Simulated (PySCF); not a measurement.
## Worked example: chemical shift, span and skew from a shielding tensor

C2H6ClFSi2, SMILES [SiH2](/C=C(/[SiH3])Cl)F. Atoms are numbered in the order given.

```xyz
12

F     -0.9348    -3.1916     0.0000
Si     0.2037    -2.0220     0.0000
C     -0.7202    -0.3933     0.0000
C     -0.1378     0.8138     0.0000
Si    -0.9835     2.5006     0.0000
Cl     1.6378     0.9109     0.0000
H      1.0261    -2.1821     1.2259
H      1.0261    -2.1821    -1.2259
H     -1.8180    -0.4127     0.0000
H     -0.5705     3.2573     1.2135
H     -2.4564     2.2795     0.0000
H     -0.5705     3.2573    -1.2135
```
Charge 0, spin multiplicity 1.

The structure is a stationary point at B3LYP-D3(BJ)/def2-SVP. The structure was generated by enumeration; whether it is a known compound was not checked. The values are those of a single conformer.

GIAO shieldings from PySCF with PBE/pcSseg-1, non-relativistic, no solvent. The symmetric part of the tensor of Si5 has the principal values 355.8, 391.7, 452.7 ppm. The same nucleus in TMS has σ = 335.4 ppm at this level (PySCF, at its B3LYP-D3(BJ)/def2-TZVP geometry). Without spin–orbit terms, shifts of atoms bonded to Cl or Br come out too high.

Task: Work out the isotropic shielding, the ²⁹Si shift against TMS, the span and the skew.

Result: 
σ(iso) = (σ11 + σ22 + σ33)/3 = 400.1 ppm. δ = σ(ref) − σ(iso) = 335.4 − (400.1) = -64.7 ppm.
Span Ω = σ33 − σ11 = 96.9 ppm. Skew κ = 3(σ(iso) − σ22)/Ω = 0.26. Tumbling in solution averages the tensor to δ; in a static solid the shielding alone would spread this spin-1/2 line over Ω.
